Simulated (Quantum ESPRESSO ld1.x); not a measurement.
The numbers below are computed, except where a source is named.
Question: Species: Ir L. Configuration: [Ar] 3d10. Code: ld1.x of Quantum ESPRESSO 7.5. Model: Dirac Kohn-Sham, PBEsol, spin-unpolarised, spherical densities, point nucleus.

Spin-orbit splittings of the eigenvalues, e(l+1/2) - e(l-1/2), with zeta = 2 splitting/(2l+1) and mean radii in bohr:

shell  occ.  splitting (eV)  zeta (eV)  <r> j=l-1/2  <r> j=l+1/2
2p        6            1636       1091      0.06002      0.06828
3p        6           375.9      250.6       0.1760       0.1900
3d       10           82.78      33.11       0.1650       0.1693
4p        0               ?          ?       0.3611       0.3804

Estimate the 4p splitting.

Answer: 130.7 eV (zeta = 87.14 eV).
